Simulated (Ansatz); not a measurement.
Rb3H3. Charge 0, multiplicity 3. Geometry PBE0-D4/def2-TZVPD, that of the charge -1 doublet.

```
atom   x (Å)   y (Å)   z (Å)
 Rb1  -2.111   0.450   0.206
 Rb2   1.172  -0.665   1.539
 Rb3   1.728   0.306  -2.851
  H4  -1.249  -0.353   2.587
  H5  -0.203  -1.695  -1.199
  H6   0.664   1.957  -0.281
```

In the def2 sets Rb takes a core potential; there is no spin–orbit coupling. At PBE-D4/def2-TZVPD, r2SCAN-D4/def2-TZVPD the gap within one spin of the charge 0 triplet nearly closes, so an electron or hole may be smeared out by delocalisation error. At PBE0-D4/def2-TZVPD a singlet of charge 0 lies 2.12 eV below the triplet at the same geometry. The structure comes from a short search, and lower isomers may exist.

Question: Estimate the α-spin orbital energies around the gap (eV) in Ansatz with PBE-D4/def2-TZVPD, r2SCAN-D4/def2-TZVPD, PBE0-D4/def2-TZVPD.

Answer: 
| orbital | PBE-D4/def2-TZVPD | r2SCAN-D4/def2-TZVPD | PBE0-D4/def2-TZVPD |
| --- | --- | --- | --- |
| HOMO−5 | -15.49 | -15.98 | -17.27 |
| HOMO−4 | -15.45 | -15.94 | -17.23 |
| HOMO−3 | -5.98 | -6.63 | -7.90 |
| HOMO−2 | -5.41 | -5.99 | -7.61 |
| HOMO−1 | -4.73 | -4.78 | -4.88 |
| HOMO | -1.88 | -1.87 | -2.35 |
| LUMO | -1.62 | -1.32 | -1.20 |
| LUMO+1 | -1.31 | -0.76 | -0.79 |
| LUMO+2 | -0.67 | -0.40 | -0.32 |
| LUMO+3 | -0.44 | -0.31 | -0.20 |
| LUMO+4 | -0.39 | -0.10 | -0.03 |
| LUMO+5 | -0.33 | 0.09 | 0.02 |
| β HOMO | -4.24 | -4.25 | -4.83 |
| β LUMO | -4.31 | -4.29 | -3.91 |
